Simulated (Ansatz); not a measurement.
Geometry optimisation, RKS PBE0/def2-SVP (Ansatz 0.2.0).

Input file:

```yaml
crystal:
  periodic: [false, false, false]
  atoms:
    - { symbol: O, position_ang: [1.0065, 1.45541, 1.75712] }
    - { symbol: Al, position_ang: [0.50972, 1.18354, 0.21463] }
    - { symbol: Si, position_ang: [-0.18079, -1.07368, -0.36455] }
    - { symbol: O, position_ang: [-1.13557, -1.15838, -1.70077] }
    - { symbol: H, position_ang: [1.30273, 1.65494, 2.63586] }
    - { symbol: H, position_ang: [0.52106, 2.41399, -0.75006] }
    - { symbol: H, position_ang: [0.85111, -2.03982, -0.78352] }
    - { symbol: H, position_ang: [-0.91302, -1.7471, 0.74649] }
    - { symbol: H, position_ang: [-1.96175, -0.68889, -1.7552] }
basis:
  gaussian: { orbitals: def2-SVP }
hamiltonian:
  xc: pbe0
relax:
  f_tol: 0.015
  max_steps: 40
```

Command:

```bash
$ ansatz run input.yaml --threads 1 --pin off --max-ram 2048MiB --backend cpu --events-out ev --progress --plain --runs-dir out
```

Problem. Where does it end, and by what steps?

Solution. It converged. The force dipped under the threshold on the way, but the program's further checks kept it going. After 18 steps the energy has fallen by 0.251 eV; H6 moved furthest, 0.81 Å.

| step | energy less start (eV) | largest force component (eV/Å) | accepted |
| --- | --- | --- | --- |
| 0 | 0.0000 | 1.180 | yes |
| 1 | -0.1103 | 0.511 | yes |
| 2 | -0.1281 | 0.283 | yes |
| 3 | -0.1328 | 0.188 | yes |
| 4 | -0.1460 | 0.130 | yes |
| 5 | -0.1508 | 0.477 | yes |
| 6 | -0.1568 | 0.258 | yes |
| 7 | -0.1940 | 0.338 | yes |
| 8 | -0.1743 | 1.516 | no |
| 9 | -0.2254 | 0.259 | yes |
| 10 | -0.2406 | 0.259 | yes |
| 11 | -0.2489 | 0.132 | yes |
| 12 | -0.2499 | 0.026 | yes |
| 13 | -0.2500 | 0.031 | yes |
| 14 | -0.2503 | 0.021 | yes |
| 15 | -0.2505 | 0.023 | yes |
| 16 | -0.2507 | 0.010 | yes |
| 17 | -0.2507 | 0.008 | yes |
| 18 | -0.2508 | 0.012 | yes |

```xyz
9
Properties=species:S:1:pos:R:3
O 1.386 1.190 1.745
Al 0.337 1.092 0.401
Si -0.323 -1.167 -0.314
O -0.887 -1.160 -1.899
H 1.734 1.991 2.142
H -0.155 2.444 -0.296
H 0.839 -2.105 -0.314
H -1.342 -1.753 0.626
H -1.588 -0.530 -2.090
```

Run time: 2.2 min on 1 thread of AMD EPYC 7571, on a shared host, peak memory 0.19 GiB.
